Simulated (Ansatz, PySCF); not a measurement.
C2H3Cl2FSi. Atoms are numbered in the order given.

```xyz
9

F      0.4509     2.1306    -1.0213
C      0.5377     0.9770    -0.3416
C      1.6490     0.2473    -0.4924
Cl     1.8608    -1.2572     0.3067
Si    -0.9500     0.5491     0.7392
Cl    -2.1015    -0.8952    -0.1861
H      2.4734     0.5636    -1.1371
H     -0.5041     0.0293     2.0562
H     -1.7548     1.7900     0.8777
```

The structure is a stationary point at PBE0-D3(BJ)/def2-SVP. The structure was generated by enumeration; whether it is a known compound was not checked. The values are those of a single conformer.

Vertical ionisation energy (IE) and electron affinity (EA) in eV. Rows of orbital energies are one-electron estimates. Where ΔSCF, EOM or ADC give a negative EA the extra electron is unbound and the value depends on the basis.

```json
[
 {"level": "−ε(HOMO), −ε(LUMO), r2SCAN/def2-TZVP (PySCF)", "IE": "6.64", "EA": "2.08"},
 {"level": "−ε(HOMO), −ε(LUMO), PBE/def2-TZVP (PySCF)", "IE": "6.39", "EA": "2.23"},
 {"level": "ΔSCF, PBE0/def2-SVPD (Ansatz), final states of multiplicity 2 and 2", "IE": "9.82", "EA": "-0.21"},
 {"level": "ΔSCF, PBE/def2-SVPD (Ansatz), final states of multiplicity 2 and 2", "IE": "9.54", "EA": "-0.14"}
]
```

### Question
What vertical singlet–triplet gap does ΔSCF give with PBE0/def2-SVPD (Ansatz, a quantum-chemistry and plane-wave program) and with PBE/def2-SVPD (Ansatz)? (Estimate from the structure and the level; the computed values follow.)

### Answer
3.58 and 3.61 eV (triplet above singlet where positive).
